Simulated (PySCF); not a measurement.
## ORD: SMILES C[Si@H]1O[SiH2][C@H]1[SiH3], C$_{2}$H$_{10}$OSi$_{3}$

Cartesian coordinates in Å; atom numbers follow the order of the lines, from 1:
```xyz
16

C    -2.142   -0.735    0.402
Si   -0.980    0.369   -0.590
O    -0.781    1.859    0.136
Si    0.872    1.897    0.295
C     0.917    0.106   -0.394
Si    1.537   -1.280    0.727
H    -3.115   -0.268    0.514
H    -1.753   -0.938    1.395
H    -2.285   -1.683   -0.103
H    -1.430    0.614   -1.960
H     1.399    2.926   -0.592
H     1.185    2.094    1.701
H     1.432    0.030   -1.351
H     3.002   -1.229    0.817
H     1.148   -2.585    0.176
H     0.988   -1.168    2.083
```

Method: TDDFT wB97X-D/def2-SVPD circular dichroism and optical rotation, one conformer, gas phase in PySCF 2.14.0. Geometry: GFN2-xTB.

Stereocentres: Si2 R, C5 R.

(1) What is the specific rotation at 633, 589.3, 546, 436, 405, 365, 355 nm?

(2) And for the mirror image at 589.3 nm?

(3) What is the molar rotation [Φ] = [α]·M/100 of the geometry above at 589.3 nm?

## Answers

(1) [α] in deg dm⁻¹ (g/mL)⁻¹:
| λ (nm) | origin-invariant length gauge | modified velocity gauge | length gauge (centre of mass) | isotropic polarisability (au) |
| --- | --- | --- | --- | --- |
| 633 | -30.6 | -31.2 | -31.0 | 102.2 |
| 589.3 | -36.7 | -37.4 | -37.2 | 102.6 |
| 546 | -44.8 | -45.6 | -45.3 | 103.1 |
| 436 | -84.7 | -86.1 | -85.6 | 105.3 |
| 405 | -106.7 | -108.4 | -107.8 | 106.3 |
| 365 | -151.6 | -153.8 | -152.9 | 108.1 |
| 355 | -167.4 | -169.9 | -168.9 | 108.6 |

(2) +36.7 deg dm⁻¹ (g/mL)⁻¹ (origin-invariant length gauge): the same size and the opposite sign.

(3) With M = 134.36 g/mol, -49.3 deg cm² dmol⁻¹ (origin-invariant length gauge).

The first excitation lies at 6.69 eV (185 nm) with R = -12.4 × 10⁻⁴⁰ esu² cm² (velocity form).
